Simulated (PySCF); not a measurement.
Computed IR spectrum (relative IR intensity) of a molecule C₃H₉NSi₂. Coordinates come from a r2SCAN-D4/def2-SVP optimisation. The values are those of a single conformer. All values below come from r2SCAN-D4/def2-SVP (PySCF). Frequencies are harmonic and unscaled.

Lines under 2 % of the strongest are left out, and lines within 2 cm⁻¹ are merged.

```
ν (cm⁻¹)  relative intensity
--------  ------------------
255                      2.3
314                      4.2
486                      5.2
632                      4.6
665                       21
739                       21
772                       30
823                      2.7
908                      100
921                       22
939                       11
942                       44
948                       13
1040                      19
1239                     2.9
1373                     4.2
1433                     7.4
1437                     5.3
1624                      15
2187                      49
2204                      44
2213                      45
2221                      42
2229                      45
3024                     5.5
3052                     2.6
3112                     2.0
3144                     2.3
```

Q: Identify the compound among the candidates.
A. N#CC[SiH2]C[SiH3]
B. CC1=N[C@@H]([SiH3])[SiH2]1
C. N[Si@@H]1C=C([SiH3])C1
D. C=C1[SiH2]C[Si@@H]1N

A: B, CC1=N[C@@H]([SiH3])[SiH2]1
